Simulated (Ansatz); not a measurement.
Relaxation of ClF$_{2}$H$_{4}$NTi (9 atoms, charge 0, multiplicity 1), to a largest force component of 0.03 eV/Å in at most 50 steps.

The calculation used RHF/def2-SVP in Ansatz.

```xyz
9
Properties=species:S:1:pos:R:3:forces:R:3
Ti 0.097 -0.060 -0.041 0.26 -0.06 1.07
Cl 0.411 -0.138 2.270 0.12 0.02 -1.08
F 1.638 -0.099 -0.808 0.00 0.00 0.01
F -0.777 1.363 -0.493 0.00 0.00 0.00
N -0.753 -1.537 -0.665 0.01 0.00 0.01
H -1.742 -1.713 -0.610 0.01 0.00 -0.01
H -0.269 -2.292 -1.122 -0.01 0.01 0.01
H -2.549 0.101 1.145 -1.10 0.32 -1.10
H -2.097 -0.041 1.676 0.71 -0.30 1.09
```

Where does it end, and by what steps?

It converged. The force dipped under the threshold on the way, but the program's further checks kept it going. After 25 steps the energy has fallen by 0.224 eV; H8 moved furthest, 1.21 Å.

```csv
step,energy less start (eV),largest force component (eV/Å),accepted
0,0.0000,1.097,yes
1,-0.1603,0.216,yes
2,-0.1946,0.137,yes
3,-0.2102,0.086,yes
4,-0.2141,0.067,yes
5,-0.2124,0.412,no
6,-0.2153,0.042,yes
7,-0.2173,0.060,yes
8,-0.2176,0.187,yes
9,-0.2183,0.023,yes
10,-0.2186,0.030,yes
11,-0.2091,0.730,no
12,-0.2186,0.090,no
13,-0.2187,0.010,yes
14,-0.2182,0.283,no
15,-0.2194,0.047,yes
16,-0.2197,0.126,yes
17,-0.2203,0.097,yes
18,-0.2214,0.140,yes
19,-0.2213,0.264,no
20,-0.2222,0.077,yes
21,-0.2230,0.095,yes
22,-0.2231,0.223,yes
23,-0.2238,0.077,yes
24,-0.2241,0.021,yes
25,-0.2245,0.008,yes
```

```xyz
9
Properties=species:S:1:pos:R:3
Ti 0.422 -0.077 -0.236
Cl 0.517 -0.008 1.990
F 2.016 -0.307 -0.867
F -0.347 1.364 -0.806
N -0.578 -1.485 -0.800
H -1.578 -1.461 -0.916
H -0.207 -2.397 -1.007
H -3.499 -0.018 1.888
H -2.785 -0.026 2.107
```

Whether the end is a true minimum wasn't checked by a vibrational analysis.

The run took 65 s on 2 threads of AMD EPYC 7R43 64-Core Processor (Zen 3), on a shared host, peak memory 0.28 GiB.
